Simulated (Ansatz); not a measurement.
C4H10Be, charge -1, doublet, geometry from GFN2-xTB (such geometries of metal compounds can be far from the true shape) (a state made from the parent by changing its charge; the spin is typed, not shown lowest) (a gas-phase anion, which may not be bound at this level); R2SCAN/6-31G* run with Ansatz (a quantum-chemistry and plane-wave program).

The Ansatz input:
Ansatz 0.2 input:
```yaml
crystal:
  periodic: [false, false, false]
  atoms:
    - {symbol: Be, position_ang: [0.88495218, 0.42830483, -0.38015508]}
    - {symbol: C, position_ang: [1.39662151, -0.60768527, 1.05205713]}
    - {symbol: C, position_ang: [0.95147789, -1.93514229, 0.46554251]}
    - {symbol: H, position_ang: [0.82845398, -0.44311119, 1.98329159]}
    - {symbol: H, position_ang: [2.44841924, -0.71955583, 1.38032029]}
    - {symbol: H, position_ang: [1.51302885, -2.15105337, -0.45002473]}
    - {symbol: H, position_ang: [-0.10018075, -1.88438454, 0.18991389]}
    - {symbol: H, position_ang: [1.07323820, -2.81030499, 1.13446827]}
    - {symbol: C, position_ang: [-0.98415472, 0.55670125, -0.46277029]}
    - {symbol: C, position_ang: [-1.58167665, 1.89074909, -0.90050341]}
    - {symbol: H, position_ang: [-1.39939613, 0.33177120, 0.53383697]}
    - {symbol: H, position_ang: [-1.41619321, -0.22157419, -1.12140351]}
    - {symbol: H, position_ang: [-1.25836344, 2.14055156, -1.91569281]}
    - {symbol: H, position_ang: [-1.23494686, 2.69569103, -0.24647054]}
    - {symbol: H, position_ang: [-2.68747680, 1.92101417, -0.89357480]}
basis:
  gaussian:
    orbitals: 6-31G*
hamiltonian:
  xc: r2scan
total_charge: -1
magnetization: {spin_polarized: true, initial_magnetization: 1}
```

Q: Write the output that Ansatz gives for this input, abridged.

A: 
```
Functional definition: r2SCAN
1245 factors; their error is unknown
mean field evaluation 1: about -4701.2524 eV, gradient 3.6e1 eV
mean field evaluation 2: about -4694.2300 eV, gradient 5.0e1 eV
mean field evaluation 4: about -4707.6464 eV, gradient 1.4e0 eV
mean field evaluation 8: about -4707.5690 eV, gradient 5.5e-2 eV
mean field evaluation 16: about -4707.5690 eV, gradient 3.8e-5 eV
mean field -4707.56899696 eV, -172.9999697335 hartree, gradient 3.8e-5 eV, S^2 0.751285; 0 other end points of the search recorded, 0 dependent functions left out
reference -4707.56900783 eV, -172.9999701328 hartree; 20, 19 occupied and 75, 76 virtual orbitals, 1245 factors
Total energy: -4707.56900783 eV, -172.9999701328 hartree
```
